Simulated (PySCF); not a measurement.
Computed Raman spectrum (relative Raman activity) of a molecule C₃H₄FNSi. Geometry: ωB97X-D3(BJ)/def2-SVP. One conformer was computed; it need not be the lowest. All values below come from PySCF with ωB97X-D3(BJ)/def2-SVP. Frequencies are harmonic and unscaled.

Lines under 2 % of the strongest are left out, and lines within 2 cm⁻¹ are merged.

ν (cm⁻¹): 143 (vw), 722 (w), 750 (vw), 770 (w), 852 (w), 884 (vw), 1033 (vw), 1093 (w), 1371 (w), 1643 (m), 1731 (vw), 2320 (vs), 3107 (vs), 3203 (s), 3254 (s) (against the strongest line: vs over 80 %, s over 45 %, m over 15 %, w over 4 %, vw less)

### Question
Identify the compound among the candidates.
A) FC1=C[SiH2]C=N1
B) N#C/C([SiH3])=C/F
C) FC1=C[SiH2]N=C1
D) F[Si@H]1C=CC=N1

### Answer
D, F[Si@H]1C=CC=N1
